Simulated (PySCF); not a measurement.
Si(H)2(Cl)2 anion (Cl₂H₂Si), SMILES Cl[SiH2]Cl (connectivity only; charge and spin as stated), charge -1, multiplicity 2. Atoms are numbered in the order given.

```xyz
5

Si     0.0000     0.0000    -0.1721
Cl    -2.3249     0.0000     0.1323
Cl     2.3249     0.0000     0.1323
H      0.0000     1.2133    -1.0439
H      0.0000    -1.2133    -1.0439
```
Charge -1, spin multiplicity 2.

The structure is a stationary point at TPSSh-D3(BJ)/def2-SVPD. The multiplicity is an assumed one; other spin states were not compared. The isomer is the one that the SMILES or the coordinates give; other isomers of the formula were not compared.

These are PBE/pcH-1 in PySCF values and carry that method's errors.

Unrestricted Kohn–Sham, ⟨S²⟩ = 0.752. Hyperfine tensors hold the contact and dipolar terms, without spin-orbit corrections.

Computed hyperfine couplings:
```csv
nucleus,A(iso) (MHz),A(iso) (G),dipolar principal values (MHz)
29Si no. 1,-964.5,-344.2,"-109.4, 51.7, 57.7"
35Cl no. 2,47.3,16.9,"-26.0, -26.0, 52.0"
35Cl no. 3,47.3,16.9,"-26.0, -26.0, 52.0"
1H no. 4,26.0,9.3,"-5.2, -2.2, 7.3"
1H no. 5,26.0,9.3,"-5.2, -2.2, 7.3"
```

Question: And the g tensor (effective nuclear charges for spin-orbit coupling, GIAO)? (The exact figures need the calculation; the answer reports its results.)

Answer: principal values 2.0035, 2.0061, 2.0127; isotropic 2.0074.
